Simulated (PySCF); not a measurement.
A mixed set of molecules.

All values: B3LYP/def2-SVPD (PySCF) at GFN2-xTB geometries, gas phase, one conformer each. Core orbitals are frozen in the response; Δα² is half the sum of the squared differences of the principal polarisabilities.

(1) Rank by dipole moment, highest first.
A. `[CH3:1][O:2][C:3](=[O:4])[c:5]1[n:6][n:7][cH:8][s:9]1` with C1–O2–C3–O4 0°, O2–C3–C5–N6 0°
B. `[PH2:1][P:2]1[CH2:3][CH2:4]1` with H–P1–P2–C3 158° and -110°
C. N-methylmethanimine, `C=NC`
D. CF3NH2 (`NC(F)(F)F`)

(2) Rank by HOMO–LUMO gap, lowest first.
A. `C=NC` (C2H5N)
B. `COC(=O)c1nncs1` (C4H4N2O2S)
C. `NC(F)(F)F` (CH2F3N)

Answers

(1) D (2.72 D), C (1.44 D), A (1.23 D), B (0.62 D).

(2) B (4.99 eV), A (6.47 eV), C (8.84 eV).

All values together:

```csv
SMILES,formula,μ (D),HOMO (eV),LUMO (eV),α (Å³),Δα (Å³),electrons,α per electron (Å³)
PP1CC1,C2H6P2,0.62,-6.52,-0.14,11.25,4.15,48,0.234
NC(F)(F)F,CH2F3N,2.72,-8.74,0.11,3.92,0.34,42,0.093
C=NC,C2H5N,1.44,-7.00,-0.53,5.22,2.52,24,0.217
COC(=O)c1nncs1,C4H4N2O2S,1.23,-7.59,-2.59,12.71,7.80,74,0.172
```

Conformers: `[PH2:1][P:2]1[CH2:3][CH2:4]1` with H–P1–P2–C3 158° and -110°; `[CH3:1][O:2][C:3](=[O:4])[c:5]1[n:6][n:7][cH:8][s:9]1` with C1–O2–C3–O4 0°, O2–C3–C5–N6 0°.
